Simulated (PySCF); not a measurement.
iminoborane (BH₂N), SMILES B=N.

Geometry: B3LYP-D3(BJ)/def2-TZVPD.

All values below come from PySCF 2.14.0 with TDA-PBE/def2-TZVPD.

Vertical excitations; the highest root listed may be one member of a degenerate set. The molecule is in vacuum. State labels are in the subgroup C2v.

```
state  symmetry  energy (eV)  λ (nm)      f                                                                  main pairs
-----  --------  -----------  ------  -----  --------------------------------------------------------------------------
S1           A2         6.93     179  0.000                                          HOMO−1→LUMO+1 50 %, HOMO→LUMO 50 %
S2           A1         7.05     176  0.000                                   HOMO−1→LUMO, HOMO→LUMO+1 (degenerate set)
S3           A2         7.05     176  0.000                                   HOMO→LUMO, HOMO−1→LUMO+1 (degenerate set)
S4           B1         7.27     171  0.078                                              HOMO−1→LUMO+2 (degenerate set)
S5           B2         7.27     171  0.078                                                HOMO→LUMO+2 (degenerate set)
S6           B1         7.97     156  0.002                                              HOMO−1→LUMO+3 (degenerate set)
S7           B2         7.97     156  0.002                                                HOMO→LUMO+3 (degenerate set)
S8           B1         8.85     140  0.024                                              HOMO−1→LUMO+4 (degenerate set)
S9           B2         8.85     140  0.024                                                HOMO→LUMO+4 (degenerate set)
S10          A1         9.36     132  0.448  HOMO→LUMO+1 31 %, HOMO−1→LUMO 31 %, HOMO−1→LUMO+10 16 %, HOMO→LUMO+11 16 %
T1           A1         5.82     213      0                                          HOMO−1→LUMO 49 %, HOMO→LUMO+1 49 %
T2           A1         6.22     199      0                                   HOMO→LUMO+1, HOMO−1→LUMO (degenerate set)
T3           A2         6.22     199      0                                   HOMO−1→LUMO+1, HOMO→LUMO (degenerate set)
T4           A2         6.93     179      0                                          HOMO→LUMO 50 %, HOMO−1→LUMO+1 50 %
```
Triplets are in the Tamm–Dancoff approximation.
